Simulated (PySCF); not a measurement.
C5H7F, SMILES C(/C=C/C)(F)=C.

Coordinates come from a r2SCAN-D4/def2-SVP optimisation. Other conformers were not sampled.

All values below come from r2SCAN/def2-TZVP (PySCF).

The molecule is in vacuum.

```
Property                                                                                                        Result
---------------------------------------------------------------------------------------------  -----------------------
total energy                                                                                        -294.50304 hartree
point group                                                                                                         Cs
highest occupied level                                                                                        -5.77 eV
lowest empty level                                                                                            -1.66 eV
orbital gap                                                                                                    4.11 eV
dipole moment                                                                                                   1.63 D
quadrupole, principal values (traceless, Buckingham form, about the centre of nuclear charge)   -4.99, -0.83, 5.82 D·Å
mean static polarisability                                                                       69.6 bohr³ (10.31 Å³)
polarisability, principal values                                                               41.3, 54.9, 112.5 bohr³
```
